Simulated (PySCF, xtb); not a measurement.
C₂F₃, SMILES F[C]=C(F)F (connectivity only; charge and spin as stated), charge +1, multiplicity 1.

Harmonic wavenumbers (cm⁻¹) from xtb with GFN2-xTB at its own minimum, in rising order: 100, 216, 428, 497, 529, 834, 1274, 1283, 1919.

Task: What does B3LYP-D3(BJ)/def2-SVP (PySCF) give at its own minimum? (Estimate from the structure and the level; the computed values follow.)

Result: 161, 298, 483, 488, 615, 841, 1403, 1520, 1739. Paired by order, the mean absolute difference is 94 cm⁻¹ and the zero-point energies are 10.1 and 10.8 kcal/mol.
